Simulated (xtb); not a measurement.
H₃AlCl₂N, charge +1, singlet, geometry from GFN2-xTB (such geometries of metal compounds can be far from the true shape); GFN1-xTB in xtb.

Here is a job for xtb.
```
$ xtb mol.xyz --gfn 1 --chrg 1 --ohess --json

# file mol.xyz
7

Al    -0.00023242     0.07547241     0.02415049
Cl     1.37131826     0.92617061    -1.14370739
Cl    -1.40055034     0.20978969     1.43428378
N      0.04797424    -1.91658311    -0.49172590
H     -0.47211617    -2.08812190    -1.35926621
H     -0.36355665    -2.53377754     0.21514531
H      0.99982017    -2.25448524    -0.66755296
```

The log (banner, timings and long lists left out):

```
   ID    Z sym.   atoms
    1   13 Al     1
    2   17 Cl     2, 3
    3    7 N      4
    4    1 H      5-7

           -------------------------------------------------
          |                Calculation Setup                |
           -------------------------------------------------

           -------------------------------------------------
          |                 G F N 1 - x T B                 |
           -------------------------------------------------

          ...................................................
          :                      SETUP                      :
          :.................................................:
          :  # basis functions                  40          :
          :  # atomic orbitals                  37          :
          :  # shells                           17          :
          :  # electrons                        24          :
          :  # halogen bonds                     2          :
          :  max. iterations                   250          :
          :  Hamiltonian                  GFN1-xTB          :
          :  restarted?                      false          :
          :  GBSA solvation                  false          :
          :  PC potential                    false          :
          :  electronic temp.          300.0000000     K    :
          :  accuracy                    1.0000000          :
          :  -> integral cutoff          0.2500000E+02      :
          :  -> integral neglect         0.1000000E-07      :
          :  -> SCF convergence          0.1000000E-05 Eh   :
          :  -> wf. convergence          0.2000000E-04 e    :
          :  Broyden damping             0.4000000          :
          :  net charge                          1          :
          :  unpaired electrons                  0          :
          ...................................................

 iter      E             dE          RMSdq      gap      omega  full diag
   1    -14.4072747 -0.144073E+02  0.495E+00    4.70       0.0  T
   2    -14.4242055 -0.169308E-01  0.312E+00    5.17       1.0  T
   3    -14.4243618 -0.156325E-03  0.995E-01    5.01       1.0  T
   4    -14.4253216 -0.959722E-03  0.124E-01    5.09       1.0  T
   5    -14.4253425 -0.208954E-04  0.183E-02    5.08       2.1  T
   6    -14.4253433 -0.866093E-06  0.221E-03    5.08      17.1  T
   7    -14.4253433 -0.270975E-07  0.618E-04    5.08      61.1  T
   8    -14.4253433 -0.123698E-08  0.522E-05    5.08     724.6  T
   9    -14.4253433 -0.248264E-10  0.138E-06    5.08   27391.0  T

   *** convergence criteria satisfied after 9 iterations ***

         :::::::::::::::::::::::::::::::::::::::::::::::::::::
         ::                     SUMMARY                     ::
         :::::::::::::::::::::::::::::::::::::::::::::::::::::
         :: total energy             -14.342532862655 Eh    ::
         :: gradient norm              0.033652133356 Eh/a0 ::
         :: HOMO-LUMO gap              5.082968634375 eV    ::
         ::.................................................::
         :: SCC energy               -14.425343344661 Eh    ::
         :: -> electrostatic           0.114710841073 Eh    ::
         :: repulsion energy           0.085326860039 Eh    ::
         :: dispersion energy         -0.002516378033 Eh    ::
         :: halogen bond corr.         0.000000000000 Eh    ::
         :: add. restraining           0.000000000000 Eh    ::
         :: total charge               1.000000000000 e     ::
         :::::::::::::::::::::::::::::::::::::::::::::::::::::

      -----------------------------------------------------------
     |                   =====================                   |
     |                        A N C O P T                        |
     |                   =====================                   |
     |               Approximate Normal Coordinate               |
     |                Rational Function Optimizer                |
[...]
 * total energy  :   -14.3425329 Eh     change       -0.8881784E-14 Eh
 * total energy  :   -14.3466350 Eh     change       -0.4102155E-02 Eh
 * total energy  :   -14.3473687 Eh     change       -0.7337070E-03 Eh
 * total energy  :   -14.3475884 Eh     change       -0.2196727E-03 Eh
 * total energy  :   -14.3475987 Eh     change       -0.1029434E-04 Eh
 * total energy  :   -14.3476000 Eh     change       -0.1328033E-05 Eh
   *** GEOMETRY OPTIMIZATION CONVERGED AFTER 6 ITERATIONS ***
         :: total energy             -14.347600019611 Eh    ::
[...]
  17: 74.13  18: 80.55  19: 56.11  20: 23.75  21: 18.31
 Raman intensities (Ä⁴*amu⁻¹)
   1:  0.00   2:  0.00   3:  0.00   4:  0.00   5:  0.00   6:  0.00   7:  0.00   8:  0.00
   9:  0.00  10:  0.00  11:  0.00  12:  0.00  13:  0.00  14:  0.00  15:  0.00  16:  0.00
  17:  0.00  18:  0.00  19:  0.00  20:  0.00  21:  0.00
 output can be read by thermo (or use thermo option).
 writing <g98.out> molden fake output.
 recommended (thermochemical) frequency scaling factor: 1.0
           -------------------------------------------------
          |             Thermodynamic Functions             |
           -------------------------------------------------

c1  symmetry found (for desy threshold:  0.10E+00) used in thermo

          ...................................................
          :                      SETUP                      :
          :.................................................:
          :  # frequencies                          15      :
          :  # imaginary freq.                       0      :
          :  linear?                             false      :
          :  only rotor calc.                    false      :
          :  symmetry                               c1      :
          :  rotational number                       1      :
          :  scaling factor                  1.0000000      :
          :  rotor cutoff                   50.0000000 cm⁻¹ :
          :  imag. cutoff                  -20.0000000 cm⁻¹ :
          :.................................................:

    mode    ω/cm⁻¹     T·S(HO)/kcal·mol⁻¹    T·S(FR)/kcal·mol⁻¹   T·S(vib)
   ------------------------------------------------------------------------
       1     30.54    -1.72753 ( 12.21%)    -1.20194 ( 87.79%)    -1.26614
       2    132.84    -0.86599 ( 98.03%)    -0.76694 (  1.97%)    -0.86404
       3    135.75    -0.85358 ( 98.19%)    -0.76052 (  1.81%)    -0.85190
       4    141.68    -0.82918 ( 98.47%)    -0.74786 (  1.53%)    -0.82793
   ------------------------------------------------------------------------

   temp. (K)  partition function   enthalpy   heat capacity  entropy
                                   cal/mol     cal/K/mol   cal/K/mol   J/K/mol
 298.15  VIB   108.                 2534.239     13.266     16.249
         ROT  0.247E+06              888.752      2.981     27.653
         INT  0.267E+08             3422.992     16.247     43.902
         TR   0.119E+28             1481.254      4.968     40.114
         TOT                        4904.2455    21.2148    84.0165   351.5249

       T/K    H(0)-H(T)+PV         H(T)/Eh          T*S/Eh         G(T)/Eh
   ------------------------------------------------------------------------
    298.15    0.781541E-02    0.478564E-01    0.399189E-01    0.793743E-02
   ------------------------------------------------------------------------

         :::::::::::::::::::::::::::::::::::::::::::::::::::::
         ::                  THERMODYNAMIC                  ::
         :::::::::::::::::::::::::::::::::::::::::::::::::::::
         :: total free energy         -14.339662587574 Eh   ::
         ::.................................................::
         :: total energy              -14.347600019611 Eh   ::
         :: zero point energy           0.040040951346 Eh   ::
         :: G(RRHO) w/o ZPVE           -0.032103519309 Eh   ::
         :: G(RRHO) contrib.            0.007937432037 Eh   ::
         :::::::::::::::::::::::::::::::::::::::::::::::::::::

optimized geometry written to: xtbopt.xyz

           -------------------------------------------------
          | TOTAL ENERGY              -14.347600019611 Eh   |
          | TOTAL ENTHALPY            -14.299743655656 Eh   |
          | TOTAL FREE ENERGY         -14.339662587574 Eh   |
          | GRADIENT NORM               0.000385295918 Eh/α |
          | HOMO-LUMO GAP               4.732738002293 eV   |
           -------------------------------------------------

normal termination of xtb
```
